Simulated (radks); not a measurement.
Ionisation ladder of lead, from Pb66+ to Pb81+. Each ion is in the ground configuration listed by NIST, and IE = E(next ion) - E(this ion), with E = 0 for the bare nucleus. Calculated with a radial shooting solver on a logarithmic mesh with Libxc functionals: non-relativistic Kohn-Sham, PBE, spin-polarised, spherical densities, point nucleus; open shells are filled with parallel spins first (spin-orbit coupling, left out, can overturn this in heavy ions); relativity is left out, which matters for an element this heavy.

species	configuration	E (hartree)	IE, Delta-SCF (eV)	-e(HOMO) (eV)	HOMO	<r> HOMO (bohr)	IE, NIST (eV)	kind	error (eV)
Pb66+	[Ne] 3s2 3p4	-14482.4908	7482.1	7418.9	3p down	0.170	7650	theory	-167.9
Pb67+	[Ne] 3s2 3p3	-14207.5303	7650.6	7584.2	3p up	0.169	7790	theory	-139.4
Pb68+	[Ne] 3s2 3p2	-13926.3745	7782.6	7716.9	3p up	0.168	8520	theory	-737.4
Pb69+	[Ne] 3s2 3p1	-13640.3704	7912.3	7847.9	3p up	0.168	8680	theory	-767.7
Pb70+	[Ne] 3s2	-13349.5997	8180.7	8123.6	3s	0.178	9000	theory	-819.3
Pb71+	[Ne] 3s1	-13048.9650	8317.2	8259.7	3s up	0.177	9150	theory	-832.8
Pb72+	[Ne]	-12743.3148	19335.3	19160.8	2p	0.0644	19590	theory	-254.7
Pb73+	[He] 2s2 2p5	-12032.7545	19682.0	19509.4	2p down	0.0641	19970	theory	-288.0
Pb74+	[He] 2s2 2p4	-11309.4546	20022	19853.5	2p down	0.0638	20380	theory	-358.1
Pb75+	[He] 2s2 2p3	-10573.6640	20484	20305	2p up	0.0633	20750	theory	-266.5
Pb76+	[He] 2s2 2p2	-9820.9090	20839	20662	2p up	0.0630	23460	theory	-2621.4
Pb77+	[He] 2s2 2p1	-9055.1031	21187	21014	2p up	0.0628	23940	theory	-2753.3
Pb78+	[He] 2s2	-8276.5077	21668	21541	2s	0.0745	24550	theory	-2881.9
Pb79+	[He] 2s1	-7480.2191	21997	21869	2s up	0.0743	24938.2	theory	-2941.3
Pb80+	[He]	-6671.8477	90080	89574	1s	0.0184	99491.8	theory	-9411.8
Pb81+	1s1	-3361.4689	91470	90960	1s up	0.0183	101336.7	theory	-9866.5

Reference values: NIST Atomic Spectra Database (exp. = measured, semi-emp. = semi-empirical, theory = theoretical value adopted there). The ionisation energy per charge of the ion left behind rises most, in proportion, at Pb80+ ([He]), from 274.96 to 1112.1 eV. Relativity is left out here, which matters for elements this heavy. Open shells are spherical and high-spin; term and fine-structure splittings are not resolved.
